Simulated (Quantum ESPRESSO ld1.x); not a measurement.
Results of a calculation; reference values are marked as such.
All-electron atom: Au0.5- in [Xe] 4f14 5d10 6s1.5 (fractional occupations, a model configuration). Level of theory: Dirac Kohn-Sham, LDA (Slater exchange, Perdew-Zunger correlation), spin-unpolarised, spherical densities, point nucleus (ld1.x of Quantum ESPRESSO 7.5).

Unscreened Slater integrals over Kohn-Sham orbitals (hartree). Large and small components are both included.

\begin{tabular}{lr}
integral & value \\ \hline
F0(6s1/2,6s1/2) & 0.30298 \\
F0(6s1/2,5d5/2) & 0.36538 \\
G2(6s1/2,5d5/2) & 0.092060 \\
F0(6s1/2,5d3/2) & 0.36969 \\
G2(6s1/2,5d3/2) & 0.083107 \\
F0(6s1/2,5p3/2) & 0.38802 \\
G1(6s1/2,5p3/2) & 0.025563 \\
F0(5d5/2,5d5/2) & 0.54423 \\
F2(5d5/2,5d5/2) & 0.27106 \\
F4(5d5/2,5d5/2) & 0.17624 \\
F0(5d5/2,5d3/2) & 0.55949 \\
F2(5d5/2,5d3/2) & 0.27950 \\
G2(5d5/2,5d3/2) & 0.27902 \\
G4(5d5/2,5d3/2) & 0.18185 \\
F0(5d5/2,5p3/2) & 0.64317 \\
F2(5d5/2,5p3/2) & 0.30617 \\
G1(5d5/2,5p3/2) & 0.36545 \\
G3(5d5/2,5p3/2) & 0.22433 \\
F0(5d3/2,5d3/2) & 0.57592 \\
F2(5d3/2,5d3/2) & 0.28939 \\
F0(5d3/2,5p3/2) & 0.66747 \\
F2(5d3/2,5p3/2) & 0.32567 \\
G1(5d3/2,5p3/2) & 0.39709 \\
G3(5d3/2,5p3/2) & 0.24398 \\
F0(5p3/2,5p3/2) & 0.81629 \\
F2(5p3/2,5p3/2) & 0.43811 \\
\end{tabular}
